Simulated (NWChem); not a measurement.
Everything below was run with NWChem. System: O2Zr, charge 0, spin multiplicity 1, at a geometry optimised with PBE/def2-SVP with def2 effective core potentials on Zr. The structure started from a generated list of species. Level: PBE0/def2-TZVP with def2 effective core potentials on Zr.

Input file:

```
start mol
memory heap 200 mb stack 900 mb global 1100 mb
geometry units angstroms nocenter noautoz
  Zr     0.000000     0.000000     0.303869
  O     -1.428716     0.000000    -0.759673
  O      1.428716     0.000000    -0.759673
  symmetry group C2v
end
basis spherical
  * library def2-tzvp
end
ecp
  Zr library def2-ecp
end
dft
  xc pbe0
  semidirect memsize 60000000 filesize 0
  iterations 100
end
task dft energy
```

NWChem printed:

```
             Northwest Computational Chemistry Package (NWChem) 7.3.0
             --------------------------------------------------------

                                NWChem Input Module
                                -------------------

 Scaling coordinates for geometry "geometry" by  1.889725989
 (inverse scale =  0.529177249)

 Turning off AUTOSYM since
 SYMMETRY directive was detected!

                             Geometry "geometry" -> ""
                             -------------------------

 Output coordinates in angstroms (scale by  1.889725989 to convert to a.u.)

  No.       Tag          Charge          X              Y              Z
 ---- ---------------- ---------- -------------- -------------- --------------
    1 Zr                  40.0000     0.00000000     0.00000000     0.30386900
    2 O                    8.0000    -1.42871600     0.00000000    -0.75967300
    3 O                    8.0000     1.42871600     0.00000000    -0.75967300

 Effective nuclear repulsion energy (a.u.)     201.9998280950

            Nuclear Dipole moment (a.u.)
            ----------------------------
        X                 Y               Z
 ---------------- ---------------- ----------------
     0.0000000000     0.0000000000    -0.0000151178

      Symmetry information
      --------------------

 Group name             C2v
 Group number             16
 Group order               4
 No. of unique centers     2

      Symmetry unique atoms

     1    2


 Summary of "ao basis" -> "" (spherical)
 ------------------------------------------------------------------------------
       Tag                 Description            Shells   Functions and Types
 ---------------- ------------------------------  ------  ---------------------
 *                         def2-tzvp                  on all atoms

                                 NWChem DFT Module
                                 -----------------

 Summary of "ao basis" -> "ao basis" (spherical)
 ------------------------------------------------------------------------------
       Tag                 Description            Shells   Functions and Types
 ---------------- ------------------------------  ------  ---------------------
 Zr                        def2-tzvp                14       40   6s4p3d1f
 O                         def2-tzvp                11       31   5s3p2d1f

 Summary of "ao basis" -> "ao basis" (spherical)
 ------------------------------------------------------------------------------
       Tag                 Description            Shells   Functions and Types
 ---------------- ------------------------------  ------  ---------------------
 Zr                        def2-tzvp                14       40   6s4p3d1f
 O                         def2-tzvp                11       31   5s3p2d1f

      Symmetry analysis of basis
      --------------------------

        a1         39
        a2         14
        b1         30
        b2         19

            General Information
            -------------------
          SCF calculation type: DFT
          Wavefunction type:  closed shell.
          No. of atoms     :     3
          No. of electrons :    28
           Alpha electrons :    14
            Beta electrons :    14
          Charge           :     0
          Spin multiplicity:     1
          Use of symmetry is: on ; symmetry adaption is: on
          Maximum number of iterations: 100
          AO basis - number of functions:   102
                     number of shells:    36
          Convergence on energy requested:  1.00D-06
          Convergence on density requested:  1.00D-05
          Convergence on gradient requested:  5.00D-04

              XC Information
              --------------
                         PBE0 Method XC Functional
                     Hartree-Fock (Exact) Exchange  0.250
          PerdewBurkeErnzerhof Exchange Functional  0.750
            Perdew 1991 LDA Correlation Functional  1.000 local
           PerdewBurkeErnz. Correlation Functional  1.000 non-local

             Grid Information
             ----------------
          Grid used for XC integration:  medium
          Radial quadrature: Mura-Knowles
          Angular quadrature: Lebedev.
          Tag              B.-S. Rad. Rad. Pts. Rad. Cut. Ang. Pts.
          ---              ---------- --------- --------- ---------
          Zr                  1.55      123          10.0       590
          O                   0.60       49           8.0       434
          Grid pruning is: on
          Number of quadrature shells:   172
          Spatial weights used:  Erf1

          Convergence Information
          -----------------------
          Convergence aids based upon iterative change in
          total energy or number of iterations.
          Levelshifting, if invoked, occurs when the
          HOMO/LUMO gap drops below (HL_TOL):  1.00D-02
          DIIS, if invoked, will attempt to extrapolate
          using up to (NFOCK): 10 stored Fock matrices.

                    Damping( 0%)  Levelshifting(0.5)       DIIS
                  --------------- ------------------- ---------------
          dE  on:    start            ASAP                start
          dE off:    2 iters        100 iters           100 iters

      Screening Tolerance Information
      -------------------------------
          Density screening/tol_rho:  1.00D-10
          AO Gaussian exp screening on grid/accAOfunc:  14
          CD Gaussian exp screening on grid/accCDfunc:  20
          XC Gaussian exp screening on grid/accXCfunc:  20
          Schwarz screening/accCoul:  1.00D-08

      Superposition of Atomic Density Guess
      -------------------------------------

 Sum of atomic energies:        -203.03202254

      Non-variational initial energy
      ------------------------------

 Total energy =    -195.687941
 1-e energy   =    -420.068119
 2-e energy   =     155.483570
 HOMO         =      -0.462661
 LUMO         =      -0.145199

      Symmetry analysis of molecular orbitals - initial
      -------------------------------------------------

  Numbering of irreducible representations:

     1 a1          2 a2          3 b1          4 b2

  Orbital symmetries:

     1 a1          2 b1          3 a1          4 b1          5 a1
     6 b2          7 a1          8 b1          9 a1         10 a2
    11 b2         12 b1         13 a1         14 b1         15 a1
    16 b2         17 a1         18 b1         19 b2         20 a2
    21 a1         22 a1         23 b1         24 a1

------------------------------------------------------------
EAF file 0: "./mol.aoints.0" size=524288 bytes
------------------------------------------------------------
               write      read    awrite     aread      wait
               -----      ----    ------     -----      ----
     calls:        1         0         0         0         0
   data(b): 5.24e+05  0.00e+00  0.00e+00  0.00e+00
   time(s): 0.00e+00  0.00e+00  0.00e+00  0.00e+00  0.00e+00
rate(mb/s): 0.00e+00  0.00e+00
------------------------------------------------------------

   convergence    iter        energy       DeltaE   RMS-Dens  Diis-err    time
 ---------------- ----- ----------------- --------- --------- ---------  ------
 d= 0,ls=0.0,diis     1   -196.8477385952 -2.66D+02  4.34D-02  4.30D+00     2.0
 d= 0,ls=0.0,diis     2   -183.5811937742  1.33D+01  3.87D-02  8.62D+01     2.2
 d= 0,ls=0.0,diis     3   -197.3877053095 -1.38D+01  2.20D-03  6.23D-01     2.4
 d= 0,ls=0.0,diis     4   -197.4190194985 -3.13D-02  8.93D-04  1.69D-01     2.6
 d= 0,ls=0.0,diis     5   -197.4299118039 -1.09D-02  8.61D-04  7.94D-02     2.8
  Resetting Diis
 d= 0,ls=0.0,diis     6   -197.4377628513 -7.85D-03  1.53D-04  8.29D-04     3.0
 d= 0,ls=0.0,diis     7   -197.4378372167 -7.44D-05  1.15D-04  7.29D-05     3.2
 d= 0,ls=0.0,diis     8   -197.4377837326  5.35D-05  8.44D-05  6.12D-04     3.4
 d= 0,ls=0.0,diis     9   -197.4378448452 -6.11D-05  1.19D-05  7.81D-06     3.6
 d= 0,ls=0.0,diis    10   -197.4378455740 -7.29D-07  2.66D-06  1.16D-08     3.8

         Total DFT energy =     -197.437845573974
      One electron energy =     -424.826536531809
           Coulomb energy =      181.462424661569
    Exchange-Corr. energy =      -22.970341774602
 Nuclear repulsion energy =       68.896608070869

 Numeric. integr. density =       28.000006349417

     Total iterative time =      3.1s

                  Occupations of the irreducible representations
                  ----------------------------------------------

                     irrep           alpha         beta
                     --------     --------     --------
                     a1                6.0          6.0
                     a2                1.0          1.0
                     b1                5.0          5.0
                     b2                2.0          2.0

                       DFT Final Molecular Orbital Analysis
                       ------------------------------------

 Vector   12  Occ=2.000000D+00  E=-2.923225D-01  Symmetry=b2
              MO Center= -3.9D-13, -6.3D-15, -6.1D-01, r^2= 2.6D+00
   Bfn.  Coefficient  Atom+Function         Bfn.  Coefficient  Atom+Function
  ----- ------------  ---------------      ----- ------------  ---------------
    47      0.287959  2 O  py                78      0.287959  3 O  py
    50      0.248467  2 O  py                81      0.248467  3 O  py
    20     -0.214845  1 Zr d -1              53      0.180430  2 O  py
    84      0.180430  3 O  py                25     -0.143218  1 Zr d -1
     8     -0.133909  1 Zr py                14      0.068575  1 Zr py

 Vector   13  Occ=2.000000D+00  E=-2.786331D-01  Symmetry=a1
              MO Center= -2.3D-14,  1.1D-14, -5.5D-01, r^2= 2.9D+00
   Bfn.  Coefficient  Atom+Function         Bfn.  Coefficient  Atom+Function
  ----- ------------  ---------------      ----- ------------  ---------------
    46     -0.293955  2 O  px                77      0.293955  3 O  px
     3      0.267340  1 Zr s                 49     -0.251840  2 O  px
    80      0.251840  3 O  px                23     -0.187713  1 Zr d  2
    52     -0.167754  2 O  px                83      0.167754  3 O  px
     5     -0.166253  1 Zr s                 21     -0.164025  1 Zr d  0

 Vector   14  Occ=2.000000D+00  E=-2.481795D-01  Symmetry=b1
              MO Center= -4.6D-15,  6.0D-17, -7.2D-01, r^2= 2.7D+00
   Bfn.  Coefficient  Atom+Function         Bfn.  Coefficient  Atom+Function
  ----- ------------  ---------------      ----- ------------  ---------------
    48      0.320141  2 O  pz                79     -0.320141  3 O  pz
    51      0.274982  2 O  pz                82     -0.274982  3 O  pz
    54      0.225922  2 O  pz                85     -0.225922  3 O  pz
     7      0.179238  1 Zr px                46     -0.083057  2 O  px
    77     -0.083057  3 O  px                22     -0.067845  1 Zr d  1

 Vector   15  Occ=0.000000D+00  E=-1.088991D-01  Symmetry=a1
              MO Center= -4.3D-15, -9.7D-15,  1.2D+00, r^2= 4.2D+00
   Bfn.  Coefficient  Atom+Function         Bfn.  Coefficient  Atom+Function
  ----- ------------  ---------------      ----- ------------  ---------------
     6      0.480319  1 Zr s                  5      0.474399  1 Zr s
     3     -0.314520  1 Zr s                 15      0.303778  1 Zr pz
     4     -0.204933  1 Zr s                 23     -0.199013  1 Zr d  2
    18      0.173558  1 Zr pz                28     -0.164335  1 Zr d  2
     2      0.161519  1 Zr s                  9     -0.156874  1 Zr pz

 Vector   16  Occ=0.000000D+00  E=-5.849477D-02  Symmetry=b2
              MO Center=  2.3D-14, -3.6D-15,  8.5D-01, r^2= 4.2D+00
   Bfn.  Coefficient  Atom+Function         Bfn.  Coefficient  Atom+Function
  ----- ------------  ---------------      ----- ------------  ---------------
    20      0.398983  1 Zr d -1              17      0.338766  1 Zr py
    14      0.310449  1 Zr py                25      0.306690  1 Zr d -1
    30      0.276922  1 Zr d -1               8     -0.206668  1 Zr py
    53      0.085918  2 O  py                84      0.085918  3 O  py
    47      0.071797  2 O  py                78      0.071797  3 O  py

 Vector   17  Occ=0.000000D+00  E=-5.072998D-02  Symmetry=a1
              MO Center=  9.4D-15,  7.2D-15,  7.3D-01, r^2= 3.9D+00
   Bfn.  Coefficient  Atom+Function         Bfn.  Coefficient  Atom+Function
  ----- ------------  ---------------      ----- ------------  ---------------
    21      0.336168  1 Zr d  0              18      0.273867  1 Zr pz
    31      0.274673  1 Zr d  0              26      0.269524  1 Zr d  0
     5     -0.233968  1 Zr s                 23      0.221408  1 Zr d  2
    15      0.212516  1 Zr pz                 9     -0.210872  1 Zr pz
     6      0.196132  1 Zr s                 33      0.176576  1 Zr d  2

 center of mass
 --------------
 x =   0.00000000 y =   0.00000000 z =   0.04677766

 moments of inertia (a.u.)
 ------------------
          95.305171204899           0.000000000000           0.000000000000
           0.000000000000         328.490533302721           0.000000000000
           0.000000000000           0.000000000000         233.185362097822

     Multipole analysis of the density
     ---------------------------------

     L   x y z        total         alpha         beta         nuclear
     -   - - -        -----         -----         ----         -------
     0   0 0 0     -0.000000    -14.000000    -14.000000     28.000000

     1   1 0 0      0.000000      0.000000      0.000000      0.000000
     1   0 1 0     -0.000000     -0.000000     -0.000000      0.000000
     1   0 0 1      3.182373      9.630402      9.630402    -16.078431

     2   2 0 0    -32.154296    -74.392040    -74.392040    116.629784
     2   1 1 0     -0.000000     -0.000000     -0.000000      0.000000
     2   1 0 1     -0.000000     -0.000000     -0.000000      0.000000
     2   0 2 0    -19.326371     -9.663185     -9.663185      0.000000
     2   0 1 1     -0.000000     -0.000000     -0.000000      0.000000
     2   0 0 2    -22.393372    -29.662098    -29.662098     36.930824

 Task  times  cpu:        3.8s     wall:        3.8s

 Total times  cpu:        3.9s     wall:        3.9s
```
